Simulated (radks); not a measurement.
Question: N2-, configuration [He] 2s2 2p5. Method: scalar-relativistic Kohn-Sham, LDA (Slater exchange, Perdew-Wang correlation), spin-polarised, spherical densities, point nucleus; open shells are filled with parallel spins first; Watson sphere of charge +2.94 and radius 3.96 bohr; computed with a radial shooting solver on a logarithmic mesh with Libxc functionals. Some entries of the table are withheld. Estimate them.

| orbital | occ. | eigenvalue (eV) | r(max) (bohr) | <1/r> (bohr^-1) |
|---|---|---|---|---|
| 1s up | 1 | -380.9704 | 0.1491 | (1) |
| 1s down | 1 | -380.4690 | 0.1491 | (2) |
| 2s up | 1 | -19.6969 | 1.032 | 1.044 |
| 2s down | 1 | -18.5415 | 1.040 | 1.024 |
| 2p up | 3 | -9.3268 | 1.025 | (3) |
| 2p down | 2 | -8.4640 | 1.060 | (4) |

Answer: 
(1) 1s up <1/r> (bohr^-1): 6.598
(2) 1s down <1/r> (bohr^-1): 6.604
(3) 2p up <1/r> (bohr^-1): 0.7659
(4) 2p down <1/r> (bohr^-1): 0.7012
